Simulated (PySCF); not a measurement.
Computed IR spectrum (relative IR intensity) of a molecule CH9ClOSi3. The structure is a stationary point at PBE-D3(BJ)/def2-SVP. The values are those of a single conformer. Method: PySCF with PBE-D3(BJ)/def2-SVP. Frequencies are harmonic and unscaled.

Lines under 2 % of the strongest are left out, and lines within 2 cm⁻¹ are merged.

| ν (cm⁻¹) | relative intensity |
|---|---|
| 193 | 40 |
| 198 | 11 |
| 331 | 9.6 |
| 439 | 2.5 |
| 481 | 10 |
| 506 | 19 |
| 604 | 100 |
| 622 | 35 |
| 655 | 6.5 |
| 710 | 15 |
| 718 | 15 |
| 768 | 72 |
| 795 | 49 |
| 811 | 30 |
| 858 | 41 |
| 874 | 68 |
| 902 | 47 |
| 945 | 39 |
| 1210 | 6.7 |
| 1373 | 2.2 |
| 1380 | 2.2 |
| 2121 | 41 |
| 2134 | 42 |
| 2136 | 22 |
| 2146 | 5.5 |
| 2154 | 90 |
| 3748 | 36 |

Question: Pick the molecule that these values belong to.
(A) [SiH3]C[Si@H](Cl)O[SiH3]
(B) C[SiH2][Si@@H](O)[SiH2]Cl
(C) [SiH3]CO[SiH2][SiH2]Cl
(D) C[Si@@H](Cl)[SiH2][SiH2]O

Answer: D, C[Si@@H](Cl)[SiH2][SiH2]O
